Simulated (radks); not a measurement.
The numbers below are computed, except where a source is named.
Q: The lithium ion Li+, configuration 1s1 2p1 (not the ground configuration). Code: a radial shooting solver on a logarithmic mesh with Libxc functionals. Model: scalar-relativistic Kohn-Sham, PBE, spin-polarised, spherical densities, finite nucleus; open shells are filled with parallel spins first; Fermi nuclear charge, rms radius 2.444 fm. Some entries of the table are withheld. Estimate them.

orbital  occ.  eigenvalue (Ry)  <r^2> (bohr^2)
1s up       1              (1)          0.3508
2s up       0         -0.93938           7.277
2p up       1              (2)           6.747

A: 
(1) 1s up eigenvalue (Ry): -6.60324
(2) 2p up eigenvalue (Ry): -0.77074
